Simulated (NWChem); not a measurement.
# C4H7N; SMILES C(N)C=C=C

```xyz
12

C     -0.4914    -2.1712     0.0000
C      0.2633    -1.1009     0.0000
C      1.0037    -0.0195     0.0000
C      0.4550     1.3921     0.0000
N     -0.9777     1.5454     0.0000
H     -0.8150    -2.6417    -0.9353
H     -0.8150    -2.6417     0.9353
H      2.0969    -0.1317     0.0000
H      0.8728     1.9231     0.8747
H      0.8728     1.9231    -0.8747
H     -1.3760     1.0739     0.8107
H     -1.3760     1.0739    -0.8107
```
Atoms are numbered in this order, from 1.

Computed with NWChem. Structure relaxed at the PBE0/def2-SVP level.

For level B3LYP/def2-TZVP:

highest occupied level (eV): -6.84
orbital gap (eV): 6.75

**Question.** How do the values read with level LDA (Slater exchange, VWN5)/def2-TZVP instead?

**Answer.** The highest occupied level (eV) comes out as -5.70. The orbital gap (eV) is 4.63.
